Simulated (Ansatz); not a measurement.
SnTe₂, relaxed as a singlet with RKS PBE-D4/def2-SVP in Ansatz, starting from the GFN1-xTB geometry. Force threshold 0.02 eV/Å.

In the def2 sets Sn, Te take a core potential; there is no spin–orbit coupling. Another isomer (singlet) lies 0.61 eV lower at PBE0-D4/def2-TZVP; other spin states weren't run for this one.

Start:

```xyz
3

Sn    0.014   -0.002    0.000
Te   -0.061   -0.649    2.482
Te    0.047    0.652   -2.482
```

Task: Estimate the energy that the relaxation releases and the steps that it takes.

Result: 0.1 kcal/mol, in 3 steps; 2.2 s on 4 threads of Arm Neoverse V2 on a shared host. No frequencies were taken in this run, so the end may be a saddle point.

Task: Does the start keep its bonding and symmetry?

Result: By distances, no bond broke or formed. The bond that changes most is Sn1–Te3, from 2.57 to 2.55 Å (atoms count from 1). Point group D∞h at the start, D∞h at the end, both within 0.05 Å.

Task: Predict the relaxed structure.

Result: 
```xyz
3

Sn    0.005   -0.001    0.000
Te   -0.056   -0.645    2.463
Te    0.051    0.646   -2.463
```
Bond lengths: 2 × Sn–Te 2.55 Å.
